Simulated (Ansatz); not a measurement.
FH$_{5}$OSi$_{2}$ (`O[SiH](F)[SiH3]`), relaxed with RKS PBE-D4/def2-SVP in the Gaussian-basis code of Ansatz from a rough embedded geometry. The force threshold is 0.03 eV/Å; the program also tests the step.

Charge 0, multiplicity 1.

Start:

```xyz
9

O     0.145    0.954   -1.800
Si   -0.349   -0.331   -0.802
F     0.439   -1.666   -1.282
Si    0.114    0.188    1.482
H     0.814    0.614   -2.445
H    -1.783   -0.569   -1.018
H    -0.327   -0.960    2.325
H    -0.630    1.378    1.904
H     1.577    0.393    1.634
```

```
         step  energy (eV)  largest force (eV/Å)  largest move (Å)
            1  -20581.1173                 1.116             0.000
            2  -20581.1583                 0.545             0.120
            3  -20581.1855                 0.355             0.082
            4  -20581.1890                 0.234             0.010
            5  -20581.1937                 0.210             0.039
            6  -20581.1969                 0.070             0.044
 7 (rejected)  -20581.1894                 1.256             0.126
            8  -20581.2015                 0.172             0.063
            9  -20581.2103                 0.606             0.100
10 (rejected)  -20581.1904                 1.473             0.146
           11  -20581.2247                 0.358             0.073
           12  -20581.2374                 0.249             0.075
           13  -20581.2506                 0.181             0.113
           14  -20581.2580                 0.109             0.169
           15  -20581.2609                 0.031             0.034
           16  -20581.2611                 0.010             0.010
```

End:

```xyz
9

O     0.465    0.864   -1.664
Si   -0.247   -0.365   -0.784
F     0.484   -1.801   -1.119
Si    0.117    0.163    1.472
H     0.290    0.867   -2.622
H    -1.691   -0.555   -1.175
H    -0.419   -0.939    2.345
H    -0.589    1.445    1.819
H     1.591    0.321    1.727
```

Run time 3.9 min (2 threads of a server CPU on a shared host); peak host memory 0.13 GiB.
